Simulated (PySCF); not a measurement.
BrCs, triplet, at the geometry of the source list (a higher spin typed on purpose: for a closed-shell molecule this is an excited state) (core potentials on Cs); HF/def2-SVPD run with PySCF.

PySCF was given this input:
```python
from pyscf import gto, scf

mol = gto.Mole()
mol.atom = '''
    Cs   -1.02520000   -0.71830000   -0.87230000
    Br    1.02520000    0.71830000    0.87230000
'''
mol.basis = 'def2-svpd'
mol.ecp = {'Cs': 'def2-svpd'}
mol.spin = 2
mol.verbose = 4
mol.build()

mf = scf.UHF(mol)
mf.kernel()
```

Output, abridged:

```
PySCF version 2.14.0

[INPUT] verbose = 4
[INPUT] num. atoms = 2
[INPUT] num. electrons = 44
[INPUT] charge = 0
[INPUT] spin (= nelec alpha-beta = 2S) = 2
[INPUT] symmetry False subgroup None
[INPUT] Mole.unit = angstrom
[INPUT] Symbol           X                Y                Z      unit          X                Y                Z       unit  Magmom
[INPUT]  1 Cs    -1.025200000000  -0.718300000000  -0.872300000000 AA   -1.937347222904  -1.357390275275  -1.648408098458 Bohr   0.0
[INPUT]  2 Br     1.025200000000   0.718300000000   0.872300000000 AA    1.937347222904   1.357390275275   1.648408098458 Bohr   0.0

nuclear repulsion = 54.6260490401001
number of shells = 26
number of NR pGTOs = 121
number of NR cGTOs = 68
basis = def2-svpd
ecp = {'Cs': 'def2-svpd'}

******** <class 'pyscf.scf.uhf.UHF'> ********
method = UHF
initial guess = minao
damping factor = 0
level_shift factor = 0
DIIS = <class 'pyscf.scf.diis.CDIIS'>
diis_start_cycle = 1
diis_space = 8
diis_damp = 0
SCF conv_tol = 1e-09
SCF conv_tol_grad = None
SCF max_cycles = 50
direct_scf = True
direct_scf_tol = 1e-13
number electrons alpha = 23  beta = 21
Set gradient conv threshold to 3.16228e-05
init E= -2587.39030893079

cycle= 1 E= -2591.88976504742  delta_E= -4.5  |g|= 0.236  |ddm|=  1.7
cycle= 2 E= -2591.90959577829  delta_E= -0.0198  |g|= 0.0467  |ddm|= 0.406
cycle= 3 E= -2591.91124452119  delta_E= -0.00165  |g|= 0.0171  |ddm|= 0.124
cycle= 4 E= -2591.9115002565  delta_E= -0.000256  |g|= 0.00552  |ddm|= 0.0644
cycle= 5 E= -2591.91156742589  delta_E= -6.72e-05  |g|= 0.00147  |ddm|= 0.0524
cycle= 6 E= -2591.91157861538  delta_E= -1.12e-05  |g|= 0.000716  |ddm|= 0.0197
cycle= 7 E= -2591.91158486869  delta_E= -6.25e-06  |g|= 0.000371  |ddm|= 0.0155
cycle= 8 E= -2591.91158686079  delta_E= -1.99e-06  |g|= 0.000166  |ddm|= 0.00756
cycle= 9 E= -2591.91158726113  delta_E= -4e-07  |g|= 5.36e-05  |ddm|= 0.00463
cycle= 10 E= -2591.91158729216  delta_E= -3.1e-08  |g|= 1.41e-05  |ddm|= 0.00237
cycle= 11 E= -2591.91158729372  delta_E= -1.56e-09  |g|= 3.25e-06  |ddm|= 0.000709
cycle= 12 E= -2591.91158729378  delta_E= -5.87e-11  |g|= 6.67e-07  |ddm|= 0.00013
Extra cycle  E= -2591.91158729378  delta_E=    0  |g|= 3.49e-07  |ddm|= 9.57e-06
converged SCF energy = -2591.91158729378  <S^2> = 2.0070998  2S+1 = 3.0047294
```
